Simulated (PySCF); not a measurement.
GaH2, SMILES [GaH2], multiplicity 2.

Geometry: B3LYP-D3(BJ)/def2-TZVPD. The multiplicity is an assumed one; other spin states were not compared. The isomer is the one that the SMILES or the coordinates give; other isomers of the formula were not compared.

Method: PySCF with PBE/def2-TZVPD.

Isolated molecule, no solvent.

Computed frontier levels, dipole moment and polarisability:
```json
{
  "α spin, highest occupied and lowest empty level": "-4.63 and -2.84 eV",
  "β spin, highest occupied and lowest empty level": "-7.17 and -3.33 eV",
  "dipole_moment": "0.23 D",
  "quadrupole, principal values (traceless, Buckingham form, about the centre of nuclear charge)": "-2.82, -1.82, 4.63 D·Å",
  "mean_static_polarisability": "41.8 bohr³ (6.19 Å³)",
  "polarisability_principal_values": "35.1, 43.5, 46.7 bohr³",
  "⟨S²⟩": "0.752 (pure state 0.75)"
}
```
